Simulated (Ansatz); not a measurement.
The molecule GeP, multiplicity 4 (an upper state: multiplicity 2 came lower at CCSD(T)/def2-TZVPP on PBE0 minima). No spin–orbit coupling. Ge is treated without relativity.

Constants: fifth-degree fit in 1/R to seven points, most abundant isotopes. In def2 and cc sets the state is the lowest found near the PBE0 minimum, followed along R.

Codes used: Ansatz (a first-principles code). Values without a source in brackets are computed.

| level | r_e (Å) | ω_e (cm⁻¹) | ω_e x_e (cm⁻¹) | α_e (cm⁻¹) | dipole (D) |
|---|---|---|---|---|---|
| PBE/def2-TZVPP | 2.456 | 312 | 1.1 | 0.00065 | 0.48 |
| PBE0/def2-TZVPP | 2.428 | 328 | 1.1 | 0.00064 | 0.56 |
| wB97X-V/def2-TZVPP | 2.414 | 337 | 1.0 | 0.00062 | 0.67 |
| CCSD/def2-TZVPP | 2.429 | 327 | 1.2 | 0.00066 | - |
| CCSD(T)/def2-TZVPP | 2.436 | 322 | 1.2 | 0.00069 | - |

Correlated levels freeze the inner cores; with def2 sets outer-core shells near the valence are correlated too.
